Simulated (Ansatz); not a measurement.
`C[Si](C)(C)C#CC#Cc1ccc(C#Cc2ccc(C#Cc3ccc(C#Cc4ccc(C#Cc5ccc(C#Cc6ccc(C#C[Si](C)(C)C)cc6)cc5)cc4)cc3)cc2)cc1`. The state is a singlet with charge 0. Geometry PBE-D4/def2-SVP.

Cartesian coordinates in Å:
```
C 5.661 22.645 10.113
Si 4.403 21.825 11.262
C 2.798 22.823 11.313
C 5.120 21.624 12.999
C 4.020 20.144 10.593
C 3.765 19.016 10.136
C 3.488 17.782 9.634
C 3.238 16.659 9.172
C 2.954 15.379 8.636
C 1.840 15.183 7.772
C 1.567 13.927 7.238
C 2.395 12.810 7.540
C 2.123 11.534 6.982
C 1.891 10.428 6.486
C 1.628 9.162 5.902
C 2.512 8.067 6.106
C 2.264 6.831 5.516
C 1.119 6.632 4.696
C 0.874 5.378 4.079
C 0.665 4.295 3.526
C 0.429 3.058 2.871
C 1.398 2.019 2.903
C 1.175 0.815 2.240
C -0.030 0.593 1.517
C -0.250 -0.625 0.824
C -0.440 -1.675 0.204
C -0.657 -2.872 -0.526
C -1.915 -3.136 -1.133
C -2.123 -4.301 -1.866
C -1.081 -5.255 -2.030
C -1.288 -6.431 -2.796
C -1.469 -7.445 -3.476
C -1.676 -8.603 -4.270
C -0.599 -9.479 -4.578
C -0.801 -10.605 -5.372
C -2.089 -10.909 -5.892
C -2.293 -12.049 -6.711
C -2.472 -13.035 -7.431
C -2.679 -14.164 -8.266
C -3.979 -14.483 -8.748
C -4.181 -15.587 -9.574
C -3.095 -16.419 -9.954
C -3.302 -17.543 -10.803
C -3.484 -18.517 -11.543
Si -3.756 -19.970 -12.654
C -3.615 -21.548 -11.622
C -2.435 -19.945 -14.006
C -5.483 -19.826 -13.410
C -1.796 -16.103 -9.471
C -1.593 -15.000 -8.645
C -3.167 -10.037 -5.577
C -2.965 -8.909 -4.786
C 0.175 -4.994 -1.417
C 0.382 -3.831 -0.680
C -1.004 1.629 1.496
C -0.779 2.834 2.156
C 0.230 7.724 4.501
C 0.479 8.961 5.089
C 3.505 13.006 8.407
C 3.779 14.261 8.943
H 6.595 22.051 10.057
H 5.917 23.660 10.482
H 5.256 22.744 9.086
H 2.360 22.922 10.300
H 2.989 23.842 11.709
H 2.047 22.334 11.966
H 6.048 21.018 12.978
H 4.397 21.121 13.672
H 5.365 22.615 13.433
H 1.196 16.040 7.529
H 0.705 13.787 6.569
H 3.403 8.211 6.735
H 2.958 5.993 5.676
H 2.334 2.180 3.456
H 1.934 0.020 2.266
H -2.726 -2.403 -1.018
H -3.099 -4.493 -2.334
H 0.402 -9.252 -4.184
H 0.041 -11.272 -5.608
H -4.828 -13.844 -8.461
H -5.191 -15.824 -9.942
H -4.371 -21.563 -10.811
H -2.612 -21.630 -11.155
H -3.773 -22.444 -12.258
H -2.566 -20.806 -14.694
H -1.418 -20.005 -13.568
H -2.496 -19.013 -14.603
H -5.582 -18.893 -14.000
H -5.686 -20.684 -14.085
H -6.262 -19.817 -12.622
H -0.948 -16.742 -9.760
H -0.583 -14.763 -8.278
H -4.168 -10.263 -5.972
H -3.806 -8.240 -4.552
H 0.987 -5.726 -1.535
H 1.358 -3.638 -0.213
H -1.940 1.467 0.943
H -1.537 3.630 2.126
H -0.661 7.581 3.871
H -0.213 9.800 4.926
H 4.151 12.149 8.649
H 4.641 14.401 9.612
```

Single mean-field runs in def2-SVP, def2-TZVP are fitted with def2-universal-jkfit.

Problem. Estimate the orbital energies around the gap (eV) in Ansatz with PBE-D4/def2-SVP, PBE-D4/def2-TZVP, r2SCAN-D4/def2-TZVP, PBE0-D4/def2-SVP, PBE0-D4/def2-TZVP.

Solution. 
```json
{"orbital": "HOMO−9", "PBE-D4/def2-SVP": "-6.63", "PBE-D4/def2-TZVP": "-6.69", "r2SCAN-D4/def2-TZVP": "-6.92", "PBE0-D4/def2-SVP": "-7.74", "PBE0-D4/def2-TZVP": "-7.74"}
{"orbital": "HOMO−8", "PBE-D4/def2-SVP": "-6.63", "PBE-D4/def2-TZVP": "-6.69", "r2SCAN-D4/def2-TZVP": "-6.90", "PBE0-D4/def2-SVP": "-7.70", "PBE0-D4/def2-TZVP": "-7.71"}
{"orbital": "HOMO−7", "PBE-D4/def2-SVP": "-6.52", "PBE-D4/def2-TZVP": "-6.58", "r2SCAN-D4/def2-TZVP": "-6.80", "PBE0-D4/def2-SVP": "-7.64", "PBE0-D4/def2-TZVP": "-7.67"}
{"orbital": "HOMO−6", "PBE-D4/def2-SVP": "-6.39", "PBE-D4/def2-TZVP": "-6.47", "r2SCAN-D4/def2-TZVP": "-6.71", "PBE0-D4/def2-SVP": "-7.64", "PBE0-D4/def2-TZVP": "-7.65"}
{"orbital": "HOMO−5", "PBE-D4/def2-SVP": "-6.20", "PBE-D4/def2-TZVP": "-6.26", "r2SCAN-D4/def2-TZVP": "-6.45", "PBE0-D4/def2-SVP": "-7.23", "PBE0-D4/def2-TZVP": "-7.24"}
{"orbital": "HOMO−4", "PBE-D4/def2-SVP": "-5.92", "PBE-D4/def2-TZVP": "-6.00", "r2SCAN-D4/def2-TZVP": "-6.19", "PBE0-D4/def2-SVP": "-7.04", "PBE0-D4/def2-TZVP": "-7.06"}
{"orbital": "HOMO−3", "PBE-D4/def2-SVP": "-5.85", "PBE-D4/def2-TZVP": "-5.91", "r2SCAN-D4/def2-TZVP": "-6.08", "PBE0-D4/def2-SVP": "-6.80", "PBE0-D4/def2-TZVP": "-6.81"}
{"orbital": "HOMO−2", "PBE-D4/def2-SVP": "-5.50", "PBE-D4/def2-TZVP": "-5.56", "r2SCAN-D4/def2-TZVP": "-5.71", "PBE0-D4/def2-SVP": "-6.39", "PBE0-D4/def2-TZVP": "-6.39"}
{"orbital": "HOMO−1", "PBE-D4/def2-SVP": "-5.19", "PBE-D4/def2-TZVP": "-5.25", "r2SCAN-D4/def2-TZVP": "-5.37", "PBE0-D4/def2-SVP": "-6.01", "PBE0-D4/def2-TZVP": "-6.02"}
{"orbital": "HOMO", "PBE-D4/def2-SVP": "-4.96", "PBE-D4/def2-TZVP": "-5.01", "r2SCAN-D4/def2-TZVP": "-5.12", "PBE0-D4/def2-SVP": "-5.73", "PBE0-D4/def2-TZVP": "-5.73"}
{"orbital": "LUMO", "PBE-D4/def2-SVP": "-3.19", "PBE-D4/def2-TZVP": "-3.27", "r2SCAN-D4/def2-TZVP": "-3.23", "PBE0-D4/def2-SVP": "-2.66", "PBE0-D4/def2-TZVP": "-2.70"}
{"orbital": "LUMO+1", "PBE-D4/def2-SVP": "-2.92", "PBE-D4/def2-TZVP": "-3.00", "r2SCAN-D4/def2-TZVP": "-2.95", "PBE0-D4/def2-SVP": "-2.36", "PBE0-D4/def2-TZVP": "-2.40"}
{"orbital": "LUMO+2", "PBE-D4/def2-SVP": "-2.54", "PBE-D4/def2-TZVP": "-2.62", "r2SCAN-D4/def2-TZVP": "-2.55", "PBE0-D4/def2-SVP": "-1.92", "PBE0-D4/def2-TZVP": "-1.96"}
{"orbital": "LUMO+3", "PBE-D4/def2-SVP": "-2.10", "PBE-D4/def2-TZVP": "-2.19", "r2SCAN-D4/def2-TZVP": "-2.08", "PBE0-D4/def2-SVP": "-1.40", "PBE0-D4/def2-TZVP": "-1.45"}
{"orbital": "LUMO+4", "PBE-D4/def2-SVP": "-1.76", "PBE-D4/def2-TZVP": "-1.87", "r2SCAN-D4/def2-TZVP": "-1.74", "PBE0-D4/def2-SVP": "-0.96", "PBE0-D4/def2-TZVP": "-1.03"}
{"orbital": "LUMO+5", "PBE-D4/def2-SVP": "-1.63", "PBE-D4/def2-TZVP": "-1.72", "r2SCAN-D4/def2-TZVP": "-1.59", "PBE0-D4/def2-SVP": "-0.86", "PBE0-D4/def2-TZVP": "-0.91"}
```
